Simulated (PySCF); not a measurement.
Mg⁺: excitation energy

Mg⁺ [Ne] 3s1 (2S) → Mg⁺ [Ne] 3p1 (2P), as a difference of total energies. Calculation: PySCF 2.14, in x2c-TZVPPall (5s4p3d, 32 functions); scalar relativity by spin-free X2C-1e. Correlated levels: valence and next inner shell: 1s2 frozen. The calculations carry no spin-orbit coupling.

| method | excitation energy (eV) |
| --- | --- |
| UHF | 4.328 |
| MP2 (valence and next inner shell) | 4.421 |
| SCS-MP2 (valence and next inner shell) | 4.399 |
| CCSD (valence and next inner shell) | 4.418 |
| CCSD(T) (valence and next inner shell) | 4.420 |

How much does correlation contribute at CCSD(T) (valence and next inner shell)?

4.420 − (4.328) = 0.092 eV, measured against UHF.

Errors of the correlated levels include the incompleteness of this basis and the frozen core.

The basis was made for the ground configuration and has no added diffuse functions, so the excitation energy can come out too high.

For comparison: 4.43 eV (measured; NIST levels, between the centres of gravity of the two terms).
